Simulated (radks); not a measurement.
Spherical quantum dot in the effective-mass picture: electrons in a parabolic well V = omega^2 r^2 / 2 with omega = 0.0658, with a point charge +1 (a donor) at the centre, all in effective atomic units (hartree* = m*/eps^2 hartree, bohr* = eps/m* bohr), one dielectric constant everywhere. Calculated with a radial shooting solver with Libxc functionals: non-relativistic Kohn-Sham, PBEsol, spin-polarised, spherical densities. Levels are named by radial order and angular momentum (1s, 1p, 1d, 2s, ...), and open shells are averaged over m.

N = 34, configuration 1s2 1p6 1d10 2s2 1f14. This is the lowest configuration that the search found (a dilute case). Occupied levels:

| level | occupation | eigenvalue (hartree*) | <r> (bohr*) |
|---|---|---|---|
| 1s | 2 | 2.3709 | 2.698 |
| 2s | 2 | 2.4131 | 13.19 |
| 1p | 6 | 2.4181 | 13.68 |
| 1d | 10 | 2.4302 | 14.94 |
| 1f | 14 | 2.4449 | 15.80 |

Energy (hartree*): total 47.1649, kinetic 1.5460, external 12.661, Hartree 36.503, exchange-correlation -3.5452.

Electron density:

| r (bohr*) | n(r) (e/bohr*^3) |
|---|---|
| 2.09 | 0.009628 |
| 4.34 | 0.0007990 |
| 6.59 | 0.0005098 |
| 8.84 | 0.0007977 |
| 11.1 | 0.001119 |
| 13.3 | 0.001342 |
| 15.6 | 0.001279 |
| 17.8 | 0.0007917 |
| 20.1 | 0.0002393 |
| 22.3 | 0.00002970 |
| 24.6 | 1.650e-06 |
| 26.8 | 4.029e-08 |
